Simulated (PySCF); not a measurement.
**Neon: a sound run and one with changed settings**

Sound run: Ne⁺ [He] 2s2 2p5, Ne²⁺ [He] 2s2 2p4. All numbers are calculated (PySCF 2.14, the non-relativistic Hamiltonian (point nucleus), in pcseg-2 (4s3p2d1f, 30 functions)). The sound run starts from symmetry-adapted Hartree-Fock orbitals and uses a fine grid where one is needed.

Changed run: radial step 1.2 in ln r (0.13 in the sound run). This setting is unsound on purpose.

| species | method | sound run (hartree) | changed run (hartree) | converged |
| --- | --- | --- | --- | --- |
| Ne⁺ | UHF | -127.81101 | -127.81101 | yes |
| Ne⁺ | r2SCAN | -128.13403 | -128.91773 | yes |
| Ne⁺ | TPSS | -128.18029 | -128.88155 | yes |
| Ne²⁺ | UHF | -126.36567 | -126.36567 | yes |
| Ne²⁺ | r2SCAN | -126.62036 | -127.50408 | yes |
| Ne²⁺ | TPSS | -126.67356 | -127.46417 | yes |

Ionisation energy of Ne⁺:

| method | sound run (eV) | changed run (eV) |
| --- | --- | --- |
| UHF | 39.330 | 39.330 |
| r2SCAN | 41.189 | 38.467 |
| TPSS | 41.000 | 38.569 |

A coarse radial grid mis-integrates the density and the exchange-correlation energy, with errors of either sign; Hartree-Fock needs no grid.

For comparison, NIST gives 40.963 eV between the lowest levels.
